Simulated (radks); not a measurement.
Ar2+, 16 electrons, occupied as [He] 2s2 2p5.5 3s2 3p4 4s0.5 (fractional occupations, a model configuration).

Calculated with a radial shooting solver on a logarithmic mesh with Libxc functionals: Dirac Kohn-Sham, PBE, spin-unpolarised, spherical densities, finite nucleus; open shells fill j = l - 1/2 first; Fermi nuclear charge, rms radius 3.4274 fm.

Energy parts (eV):
part                      energy
total                 -14229.495
kinetic                14319.441
electron-nucleus      -33364.570
Hartree                 5610.465
exchange-correlation    -794.832

Orbitals (lengths in bohr, moments of r in powers of bohr):
| orbital | occ. | eigenvalue (eV) | <r^2> | <r^4> | <r> | small-component weight |
|---|---|---|---|---|---|---|
| 1s1/2 | 2 | -3176.707 | 0.009881 | 0.0002518 | 0.08570 | 4.12e-03 |
| 2s1/2 | 2 | -343.9066 | 0.1988 | 0.07040 | 0.4095 | 6.77e-04 |
| 2p1/2 | 2 | -279.7057 | 0.1689 | 0.05980 | 0.3690 | 6.56e-04 |
| 2p3/2 | 3.5 | -277.3992 | 0.1708 | 0.06110 | 0.3713 | 6.51e-04 |
| 3s1/2 | 2 | -55.7579 | 1.894 | 5.717 | 1.284 | 1.33e-04 |
| 3p1/2 | 2 | -40.3201 | 2.262 | 8.661 | 1.391 | 1.13e-04 |
| 3p3/2 | 2 | -40.0691 | 2.281 | 8.808 | 1.397 | 1.12e-04 |
| 4s1/2 | 0.5 | -14.8532 | 13.20 | 255.5 | 3.424 | 2.80e-05 |

The highest occupied level is 4s1/2 at -14.853 eV. The electron density at the nucleus is 4355 e/bohr^3. Summed over all electrons, <r^2> = 20.83 bohr^2, which gives a Langevin (diamagnetic) susceptibility term of -16.5 x 10^-6 cm^3/mol. The density falls to 0.001 e/bohr^3 at r = 3.76 bohr.

Run on one thread of a shared host, so times are rough (Arm Neoverse N1): 0.09 s of CPU time, 0.09 s wall, 14 iterations on 2198 mesh points.
